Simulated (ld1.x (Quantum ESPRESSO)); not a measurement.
## Which change was made? (Tm, ultrasoft)

- Element: Tm
- Generator: ld1.x (Quantum ESPRESSO) 7.5
- Type: ultrasoft
- Functional: PBE
- Relativity: fully relativistic
- Frozen core: [Kr] 4d10 4f13
- Valence charge: 10
- Reference configuration: 5s2 5p6 5d0 6s2 6p0
- Partial waves: 5s (bound): rcut 2.00, rcutus 2.60 bohr; 6s (bound): rcut 2.00, rcutus 2.60 bohr; 5p (bound): rcut 2.65, rcutus 3.15 bohr; 6p (bound, empty): rcut 2.65, rcutus 3.15 bohr; 5d (bound, empty): rcut 2.95, rcutus 3.95 bohr; 5d channel at 0.5 Ry: rcut 2.95, rcutus 3.95 bohr; 5f channel at 0.05 Ry: rcut 2.40, rcutus 3.00 bohr; 5f channel at 2.1 Ry: rcut 2.40, rcutus 3.00 bohr
- Local potential: all-electron potential smoothed inside 2.20 bohr (lloc = -2)
- Core correction: none
- Augmentation charge: PSQ, radius 2.00 bohr

Open shells are filled in proportion to 2j + 1 (rel_dist='average').

Cutoffs, loose and tight: the cutoffs (Ry, on a coarse ladder) from which the occupation-weighted sum of valence levels, in a spherical-Bessel basis at the reference potential, stays within 10 and 1 mRy of its value at 400 Ry. They do not see the model core or the augmentation charge, which bear on the density cutoff. Test errors are all-electron minus pseudo excitation energies from the reference, over the configurations 5s2 5p6 5d0 6s1 6p0; 5s2 5p6 5d0 6s0 6p0; 5s2 5p6 5d0 6s1.5 6p0; 5s2 5p5 5d0 6s2 6p0; 5s2 5p6 5d1 6s1 6p0; 5s2 5p6 5d0.5 6s1.5 6p0; 5s1 5p6 5d0 6s2 6p0; variants that change the core or the reference have their own tests.

The base gives: outcome: generated; cutoff, loose: 15 Ry; cutoff, tight: 18 Ry; bound ghosts: f5/2, f7/2; largest test error (meV): test run stopped at test 1 of 7 (negative rho).

(1) After one change the result is: outcome: generated; cutoff, loose: 8 Ry; cutoff, tight: 12 Ry; bound ghosts: none; largest test error (meV): test run stopped at test 1 of 7 (negative rho). Which change was it?
A. core [Kr] 4d10, valence charge 23; reference 4f13 5s2 5p6 5d0 6s1.5 6p0; waves now 5s (bound): rcut 1.75, rcutus 2.35 bohr; 6s (bound): rcut 1.75, rcutus 2.35 bohr; 5p (bound): rcut 2.05, rcutus 2.30 bohr; 6p (bound): rcut 2.05, rcutus 2.30 bohr; 5d (bound): rcut 1.95, rcutus 2.70 bohr; 5d channel at 0.5 Ry: rcut 1.95, rcutus 2.70 bohr; 4f (bound): rcut 0.70, rcutus 0.90 bohr; 4f channel at 2.1 Ry: rcut 0.70, rcutus 0.90 bohr; local potential all-electron potential smoothed inside 2.20 bohr (lloc = -1); augmentation PSQ, radius 0.65 bohr
B. all radii scaled by about 1.38 (s 3.58, p 4.34, d 5.44, f 4.14 bohr, rcut 2.76/3.64/4.06/3.30); local potential all-electron potential smoothed inside 3.02 bohr (lloc = -2); augmentation PSQ, radius 2.76 bohr
C. local potential all-electron potential smoothed inside 3.95 bohr (lloc = -2)

Results:

(1) B. The others give: local potential all-electron potential smoothed inside 3.95 bohr (lloc = -2) → outcome: generated; cutoff, loose: 15 Ry; cutoff, tight: 21 Ry; bound ghosts: none; largest test error (meV): test run stopped at test 1 of 7 (negative rho) | core [Kr] 4d10, valence charge 23; reference 4f13 5s2 5p6 5d0 6s1.5 6p0; waves now 5s (bound): rcut 1.75, rcutus 2.35 bohr; 6s (bound): rcut 1.75, rcutus 2.35 bohr; 5p (bound): rcut 2.05, rcutus 2.30 bohr; 6p (bound): rcut 2.05, rcutus 2.30 bohr; 5d (bound): rcut 1.95, rcutus 2.70 bohr; 5d channel at 0.5 Ry: rcut 1.95, rcutus 2.70 bohr; 4f (bound): rcut 0.70, rcutus 0.90 bohr; 4f channel at 2.1 Ry: rcut 0.70, rcutus 0.90 bohr; local potential all-electron potential smoothed inside 2.20 bohr (lloc = -1); augmentation PSQ, radius 0.65 bohr → outcome: failed: find_q: too many iterations.
